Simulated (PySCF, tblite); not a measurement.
Isomers of C4H11ClSi3. Computed values, GFN2-xTB/tblite, gas phase, harmonic and unscaled. This tight-binding method is rough: wavenumbers can miss measured ones by several per cent, in bad cases by 10 to 20. Modes of hydrogen on silicon can be 10 to 20 % off. One conformer each.

Electronic energies: PBE0/pcSseg-1 single points on the GFN2-xTB geometries (PySCF, gas phase).

| SMILES | electronic energy, lowest = 0 (kcal/mol) |
| --- | --- |
| ClC[SiH2][C@@H]1C=C[SiH2][SiH2]1 | 8.3 |
| ClC[SiH2][Si@@H]1C=C[SiH2]C1 | 0.0 |
| C[Si@@H](C#CCCl)[SiH2][SiH3] | 34.3 |

Task: How do GFN2-xTB zero-point energies change the relative energies?

Result: 
```csv
SMILES,ZPE (kcal/mol),of it from modes above 1550 cm⁻¹,electronic (kcal/mol),"with ZPE, lowest = 0 (kcal/mol)",lowest mode (cm⁻¹),rings
ClC[SiH2][Si@@H]1C=C[SiH2]C1,79.9,43.7,0.0,0.0,3,1
ClC[SiH2][C@@H]1C=C[SiH2][SiH2]1,78.8,42.6,8.3,7.3,22,1
C[Si@@H](C#CCCl)[SiH2][SiH3],76.7,43.6,34.3,31.2,12i,0
```

The zero-point energies span 3.2 kcal/mol, from `C[Si@@H](C#CCCl)[SiH2][SiH3]` to `ClC[SiH2][Si@@H]1C=C[SiH2]C1`. Slightly imaginary modes are left out of the zero-point energy: `C[Si@@H](C#CCCl)[SiH2][SiH3]` 12.3i cm⁻¹. The order is unchanged.

Task: And how do the electronic energies of GFN2-xTB itself compare?

Result: `ClC[SiH2][Si@@H]1C=C[SiH2]C1` 6.6; `ClC[SiH2][C@@H]1C=C[SiH2][SiH2]1` 0.0; `C[Si@@H](C#CCCl)[SiH2][SiH3]` 22.2 kcal/mol, lowest = 0. Against the energies above, taken from the same isomer `ClC[SiH2][Si@@H]1C=C[SiH2]C1`, the largest difference is 18.7 kcal/mol.
